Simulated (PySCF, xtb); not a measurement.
C₄H₄ClF, SMILES C(C)(=C=CF)Cl.

Harmonic wavenumbers (cm⁻¹) from xtb with GFN2-xTB at its own minimum, in rising order: 98, 125, 145, 263, 288, 386, 466, 533, 628, 763, 911, 1024, 1049, 1083, 1205, 1385, 1417, 1449, 1465, 2058, 3018, 3030, 3042, 3053.

What does B3LYP-D3(BJ)/def2-SVP (PySCF) give at its own minimum? (An estimate is asked for; the answer gives what the named calculation found.)

109, 131, 194, 286, 309, 431, 497, 576, 673, 849, 925, 1041, 1093, 1116, 1270, 1388, 1435, 1443, 1482, 2086, 3036, 3113, 3148, 3172. Paired by order, the mean absolute difference is 39 cm⁻¹ and the zero-point energies are 41.3 and 42.6 kcal/mol.
